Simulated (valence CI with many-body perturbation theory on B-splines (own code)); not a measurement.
Forbidden lines of Cd6+

Method: configuration interaction combined with many-body perturbation theory (CI+MBPT): six valence electrons over a frozen Dirac-Fock core [Kr], a basis of 7 s, 7 p, 8 d, 6 f, 4 g, 1 h functions for each j, with the one-electron correlation potential Σ1 (screened to all orders), the two-electron term Σ2, the three-electron term Σ3, Breit, model QED; selected single and double excitations, second order for the rest, scaled by the run's own slope (own B-spline code, finite nucleus).

No measured levels were compared; by estimate terms of the open shell hold to 2 to 4 % of their energy, and close levels can change places; different configurations can be misplaced against each other by 1,000 to 8,000 cm⁻¹. Among the levels kept, up to 840 cm⁻¹ of a level comes from second order outside the variational space, and about a tenth of that is noise between levels of different J, which matters for small intervals. Only levels of the ground parity were solved; by the run's estimate the other parity begins above the list, which can be wrong where configurations are misplaced.

Lines 51 to 100 of 109 in falling wavelength, among levels below 7.269 eV, chosen from the decays that carry over 1 % of a level's rate. Wavelengths and rates use the calculated energies, so an error of 2000 cm⁻¹ moves a line at 5475 Å by 11 % and its rate by three times that or more. Electric multipoles are in the length gauge, E1 and E2 with the static RPA response of the core. S is in atomic units (e²a₀⁴ for E2 and M2, e²a₀⁶ for E3), for M1 in squared Bohr magnetons. Weak lines are less certain than strong ones. Lines between different terms over intervals too small for the method are left out, as are lines whose strength nearly cancels. The highest levels of a list are the least certain.

Names give the largest LS component (configuration and term), which can be under half, so a name can repeat, a term be missing and a line seem to break the LS rules; names also repeat where a configuration has a term twice. Letters in brackets count levels of one name in rising energy.

```
λ vac (Å)         Upper         Lower  Type   A (s⁻¹)  S (a.u.)
     5475      4d⁶ ¹G_4      4d⁶ ³H_5    M1  9.00e+00  4.93e-01
     5469      4d⁶ ¹D_2      4d⁶ ³F_2    M1  7.85e+00  2.38e-01
     5428  4d⁶ ³H_4 [a]      4d⁶ ⁵D_3    M1  9.04e-01  4.83e-02
     5377  4d⁶ ³P_0 [b]      4d⁶ ³D_1    M1  1.09e+01  6.28e-02
     5184  4d⁶ ³P_1 [b]      4d⁶ ³D_1    M1  2.12e+00  3.29e-02
     5150      4d⁶ ¹D_2      4d⁶ ³F_3    M1  9.57e+00  2.42e-01
     4941      4d⁶ ³P_2      4d⁶ ⁵D_3    M1  2.55e+01  5.71e-01
     4810      4d⁶ ¹F_3      4d⁶ ³F_2    M1  2.90e-01  8.39e-03
     4737      4d⁶ ¹F_3  4d⁶ ³H_4 [b]    M1  2.97e-01  8.18e-03
     4604  4d⁶ ³H_4 [a]      4d⁶ ⁵D_4    M1  8.77e+00  2.86e-01
     4561      4d⁶ ¹F_3      4d⁶ ³F_3    M1  1.67e-01  4.11e-03
     4553      4d⁶ ³F_2      4d⁶ ⁵D_1    M1  1.42e+00  2.48e-02
     4533      4d⁶ ³F_3      4d⁶ ⁵D_2    M1  2.12e+00  5.13e-02
     4406      4d⁶ ¹D_2      4d⁶ ³P_2    M1  3.08e+00  4.88e-02
     4368      4d⁶ ³H_6      4d⁶ ⁵D_4    E2  7.80e-05  1.44e-03
     4312      4d⁶ ³F_2      4d⁶ ⁵D_2    M1  4.80e+00  7.14e-02
     4301      4d⁶ ³H_5      4d⁶ ⁵D_4    M1  1.50e-01  4.88e-03
     4252      4d⁶ ³F_3      4d⁶ ⁵D_3    M1  8.17e+00  1.63e-01
     4201  4d⁶ ³P_0 [b]  4d⁶ ³P_1 [a]    M1  2.94e+01  8.07e-02
     4174  4d⁶ ³P_1 [b]  4d⁶ ³P_0 [a]    M1  7.60e-01  6.15e-03
     4110  4d⁶ ³H_4 [b]      4d⁶ ⁵D_3    M1  1.65e+00  3.81e-02
     4082  4d⁶ ³P_1 [b]  4d⁶ ³P_1 [a]    M1  1.12e+00  8.46e-03
     4057      4d⁶ ³F_2      4d⁶ ⁵D_3    M1  1.97e+00  2.44e-02
     3968      4d⁶ ¹F_3      4d⁶ ³P_2    M1  4.00e-01  6.48e-03
     3924      4d⁶ ¹F_3      4d⁶ ³H_5    E2  1.23e-01  7.15e-01
     3917  4d⁶ ³P_1 [a]      4d⁶ ⁵D_0    M1  9.60e+00  6.41e-02
     3835  4d⁶ ³P_1 [a]      4d⁶ ⁵D_1    M1  1.05e+00  6.57e-03
     3758  4d⁶ ³P_0 [a]      4d⁶ ⁵D_1    M1  3.34e+01  6.58e-02
     3730      4d⁶ ³F_3      4d⁶ ⁵D_4    M1  2.85e+00  3.84e-02
     3701      4d⁶ ¹F_3  4d⁶ ³H_4 [a]    M1  2.85e+00  3.75e-02
     3662  4d⁶ ³P_1 [a]      4d⁶ ⁵D_2    M1  1.42e+01  7.74e-02
     3620  4d⁶ ³H_4 [b]      4d⁶ ⁵D_4    M1  1.17e+01  1.85e-01
     3469      4d⁶ ³G_3      4d⁶ ⁵D_2    M1  8.61e-01  9.33e-03
     3412      4d⁶ ³G_4      4d⁶ ⁵D_3    M1  7.35e-01  9.74e-03
     3339      4d⁶ ³D_2      4d⁶ ⁵D_1    M1  9.67e-01  6.67e-03
     3302      4d⁶ ³G_3      4d⁶ ⁵D_3    M1  2.87e+00  2.68e-02
     3268      4d⁶ ³G_5      4d⁶ ⁵D_4    M1  2.17e-01  3.09e-03
     3253      4d⁶ ³D_1      4d⁶ ⁵D_0    M1  1.09e+00  4.17e-03
     3207      4d⁶ ³D_2      4d⁶ ⁵D_2    M1  5.02e+00  3.07e-02
     3197      4d⁶ ³D_1      4d⁶ ⁵D_1    M1  7.02e+00  2.55e-02
     3116      4d⁶ ³D_3      4d⁶ ⁵D_2    M1  7.09e-01  5.56e-03
     3093  4d⁶ ³P_0 [b]      4d⁶ ³P_2    E2  1.54e+00  3.89e-01
     3076      4d⁶ ³D_1      4d⁶ ⁵D_2    M1  7.07e+00  2.29e-02
     3067      4d⁶ ³G_4      4d⁶ ⁵D_4    M1  3.04e+00  2.92e-02
     3029  4d⁶ ³P_1 [b]      4d⁶ ³P_2    M1  1.00e+01  3.10e-02
     3029  4d⁶ ³P_1 [b]      4d⁶ ³P_2    E2  9.87e-01  6.73e-01
     2981      4d⁶ ³D_3      4d⁶ ⁵D_3    M1  4.30e+00  2.96e-02
     2978      4d⁶ ³G_3      4d⁶ ⁵D_4    M1  3.60e-01  2.47e-03
     2714      4d⁶ ³D_3      4d⁶ ⁵D_4    M1  1.04e+01  5.39e-02
     2476      4d⁶ ¹S_0      4d⁶ ⁵D_1    M1  2.06e+00  1.16e-03
```
